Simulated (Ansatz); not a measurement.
Pb3O2, relaxed as a singlet with RKS PBE-D4/def2-SVP in Ansatz, starting from the GFN1-xTB geometry. Force threshold 0.02 eV/Å.

In the def2 sets Pb takes a core potential; there is no spin–orbit coupling. The structure comes from a short search, and lower isomers may exist.

Start:

```xyz
5

Pb    0.944   -0.878    1.331
Pb   -0.538   -0.151   -1.767
Pb   -0.605    1.529    0.649
O    -1.013   -0.859    0.284
O     1.212    0.359   -0.496
```

```csv
step,energy (eV),largest force component (eV/Å),SCF passes
1,-19837.3327,0.738,21
2 (rejected),-19837.1735,1.474,29
3,-19837.3532,0.270,22
4,-19837.3725,0.081,23
5,-19837.3730,0.017,24
```

Force components are those of the run's own axes.

End:

```xyz
5

Pb    0.962   -0.910    1.329
Pb   -0.531   -0.178   -1.790
Pb   -0.615    1.552    0.659
O    -1.038   -0.849    0.297
O     1.222    0.384   -0.495
```

By distances, no bond broke or formed. The bond that changes most is Pb1–O4, from 2.22 to 2.25 Å (atoms count from 1).

No frequencies were taken in this run, so the end may be a saddle point.

Hardware: 4 threads of Arm Neoverse V1 on a shared host. Wall time 5.5 s.
